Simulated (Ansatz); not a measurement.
Start from `[AlH2][SiH3]` and change one atom or group to get `[SiH3][AlH][Br]`.

Ansatz, PBE0-D4/def2-TZVP geometries, multiplicity 1. 

Scalar relativity is left out up to krypton. Spin–orbit coupling is left out; it splits and shifts lone-pair levels of the heavy atoms by tenths of an eV.

```csv
property,`[AlH2][SiH3]`
HOMO–LUMO gap (B3LYP/def2-TZVPP) / eV,5.12
size of the dipole moment (ωB97M-V/def2-TZVPP) / D,0.29
size of the dipole moment (B3LYP/def2-TZVPP) / D,0.25
HOMO energy (B3LYP/def2-TZVPP) / eV,-7.42
LUMO energy (ωB97M-V/def2-TZVPP) / eV,-0.48
HOMO energy (PBE/def2-TZVPP) / eV,-6.55
```

Task: What does the change do to each property? (Estimate.)

Result: Computed: 
```json
{"property": "HOMO–LUMO gap (B3LYP/def2-TZVPP) / eV", "`[SiH3][AlH][Br]`": "5.26", "shift": "0.14"}
{"property": "size of the dipole moment (ωB97M-V/def2-TZVPP) / D", "`[SiH3][AlH][Br]`": "1.27", "shift": "0.98"}
{"property": "size of the dipole moment (B3LYP/def2-TZVPP) / D", "`[SiH3][AlH][Br]`": "1.23", "shift": "0.98"}
{"property": "HOMO energy (B3LYP/def2-TZVPP) / eV", "`[SiH3][AlH][Br]`": "-7.51", "shift": "-0.09"}
{"property": "LUMO energy (ωB97M-V/def2-TZVPP) / eV", "`[SiH3][AlH][Br]`": "-0.42", "shift": "0.06"}
{"property": "HOMO energy (PBE/def2-TZVPP) / eV", "`[SiH3][AlH][Br]`": "-6.60", "shift": "-0.05"}
```

Dipoles are sizes alone; their direction can turn.

B3LYP here is the variant with VWN-RPA as its local correlation; programs differ in this.
